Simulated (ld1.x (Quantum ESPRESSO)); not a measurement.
scandium: excitation energies, all-electron against ultrasoft

ld1.x (Quantum ESPRESSO) 7.5 input, shortened:

```
&input
   title='Sc', zed=21., rel=1, dft='PZ', iswitch=3,
   config='[Ar] 3d1 4s2 4p0'
 /
 &inputp
   pseudotype=3, tm=.true., lloc=-2, rcloc=2.60,
   nlcc=.true., rcore=2.70,
   which_augfun='PSQ', rmatch_augfun_nc=.true.
 /
6
4S  1  0   2.00   0.00  3.10  3.30  0.0
4S  1  0   0.00   0.40  3.10  3.30  0.0
4P  2  1   0.00   0.00  3.05  3.80  0.0
4P  2  1   0.00   0.95  3.05  3.80  0.0
3D  3  2   1.00   0.00  2.50  2.90  0.0
3D  3  2   0.00   0.15  2.50  2.90  0.0
 &test
   configts(1)='3d1 4s2 4p0'
 /
```

Energies are relative to the spin-unpolarised reference configuration 3d1 4s2 4p0; without spin polarisation the order of configurations can differ from experiment. Spin-polarised rows fill each open shell by Hund’s rule, majority spin first. Not all tests gave a result: 1 of 9 tests not solved or not reliable. Left out of the table: 3d2 4s1 4p0 (solver errors, printed error -36.8 eV). The frozen-core shift is the all-electron ΔE with the core orbitals held at their reference shape minus the fully relaxed ΔE.

```csv
valence configuration,charge,ΔE all-electron (eV),error AE − PS (meV),frozen-core shift (meV)
3d1 4s1 4p0,+1,7.067,-1.6,+2.9
3d1 4s0 4p0,+2,20.028,-2.3,+33
3d1 4s1.5 4p0,+0.5,2.824,-0.5,+0.6
3d1 4s1 4p1,0,2.841,+0.4,+1.1
3d1.5 4s1.5 4p0,0,0.649,+0.6,+33
3d1 4s2 4p0 (spin-polarised),0,-0.151,+373,+0.3
```

(1) What are ΔE and the potential's error for 3d1 4s1 4p0 (spin-polarised)?

(2) What are ΔE and the potential's error for 3d1 4s0 4p1?

Levels in the configuration 3d1 4s1 4p0 (spin-polarised):

```tsv
level	all-electron (eV)	pseudo (eV)
3d up	-10.626	-11.154
4s up	-10.398	-10.400
```

Answers

(1) ΔE = 6.520 eV all-electron; the error (AE − PS) is +509 meV.

(2) ΔE = 10.570 eV all-electron; the error (AE − PS) is +3.1 meV.
